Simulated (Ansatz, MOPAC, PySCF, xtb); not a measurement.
Spectroscopic constants of IrN, closed-shell singlet (lowest of 2S+1 = 1, 3, 5, 7 at CCSD(T)/def2-TZVPP on PBE0 minima; our sources give no spin for the ground state, which may be another). No spin–orbit coupling.

Seven points along R, fitted to fifth degree in 1/R; most abundant isotopes. Runs in def2 and cc sets follow the lowest solution found near the PBE0 minimum. The singlet is held restricted.

Codes used: Ansatz (a first-principles code) with Gaussian orbitals; MOPAC for PM6 (differences of heats of formation); PySCF for LANL2DZ rows; xtb for the GFN methods. Each number belongs to the level named beside it. In def2 rows elements past Kr take small-core potentials, without spin–orbit coupling.

| level | r_e (Å) | ω_e (cm⁻¹) | ω_e x_e (cm⁻¹) | B_e (cm⁻¹) | dipole (D) |
|---|---|---|---|---|---|
| PM6 | 1.647 | 1232 | 3.7 | 0.476 | - |
| GFN2-xTB | 1.655 | 1074 | 6.7 | 0.471 | - |
| SVWN5/def2-TZVPP | 1.584 | 1255 | 4.5 | 0.515 | 1.13 |
| PBE/def2-TZVPP | 1.597 | 1211 | 4.6 | 0.506 | 1.21 |
| BP86/LANL2DZ | 1.646 | 1175 | 4.6 | 0.477 | 1.51 |
| r2SCAN/def2-TZVPP | 1.588 | 1241 | 4.4 | 0.512 | 1.43 |
| B97M-V/def2-TZVPP | 1.586 | 1233 | 4.8 | 0.514 | 1.21 |
| B3LYP/LANL2DZ | 1.637 | 1205 | 4.5 | 0.482 | 1.86 |
| B3LYP/def2-TZVPP | 1.588 | 1240 | 4.5 | 0.512 | 1.42 |
| PBE0/def2-TZVPP | 1.576 | 1277 | 4.4 | 0.520 | 1.49 |
| BHLYP/def2-TZVPP | 1.566 | 1305 | 4.4 | 0.526 | 1.71 |
| CAM-B3LYP/def2-TZVPP | 1.575 | 1287 | 4.4 | 0.521 | 1.57 |
| wB97X-V/def2-TZVPP | 1.572 | 1301 | 4.3 | 0.523 | 1.67 |
| wB97M-V/def2-TZVPP | 1.573 | 1291 | 4.4 | 0.522 | 1.61 |
| B2PLYP/def2-TZVPP | 1.617 | 1114 | 5.4 | 0.494 | - |

Correlated levels freeze the inner cores; with def2 sets outer-core shells near the valence are correlated too. Rows in LANL2DZ carry no dispersion term and start afresh at each structure. LANL2DZ brings its own core potentials from Na on. The state that PM6 reach isn't checked.
